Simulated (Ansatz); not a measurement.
Start from `COC[SeH]` and change one atom or group to get `COC[SiH2]F`.

Ansatz, PBE0-D4/def2-TZVP geometries, multiplicity 1. Each molecule was computed in one conformer, which needn't be the lowest.

Scalar relativity is left out up to krypton. Spin–orbit coupling is left out; it splits and shifts lone-pair levels of the heavy atoms by tenths of an eV.

```json
{"property": "LUMO energy (B3LYP/def2-TZVPP) / eV", "`COC[SeH]`": "-0.24"}
{"property": "size of the dipole moment (PBE/def2-TZVPP) / D", "`COC[SeH]`": "1.70"}
{"property": "size of the dipole moment (B3LYP/def2-TZVPP) / D", "`COC[SeH]`": "1.73"}
{"property": "LUMO energy (PBE/def2-TZVPP) / eV", "`COC[SeH]`": "-0.83"}
{"property": "HOMO–LUMO gap (PBE0/def2-TZVPP) / eV", "`COC[SeH]`": "6.83"}
{"property": "HOMO energy (PBE/def2-TZVPP) / eV", "`COC[SeH]`": "-5.61"}
```

(1) Give the same properties after the change, and the shifts. (Estimate.)

Results:

(1) The calculation gave: 
```csv
property,`COC[SiH2]F`,shift
LUMO energy (B3LYP/def2-TZVPP) / eV,0.05,0.29
size of the dipole moment (PBE/def2-TZVPP) / D,2.19,0.49
size of the dipole moment (B3LYP/def2-TZVPP) / D,2.35,0.62
LUMO energy (PBE/def2-TZVPP) / eV,-0.59,0.24
HOMO–LUMO gap (PBE0/def2-TZVPP) / eV,7.54,0.71
HOMO energy (PBE/def2-TZVPP) / eV,-5.75,-0.14
```

With PBE0 the HOMO falls by 0.47 eV and the LUMO rises by 0.25 eV, so the gap widens by about 0.72 eV. PBE moves the HOMO by -0.14 eV and ωB97M-V by -0.58 eV. Dipoles are sizes alone; their direction can turn.

B3LYP here is the variant with VWN-RPA as its local correlation; programs differ in this.
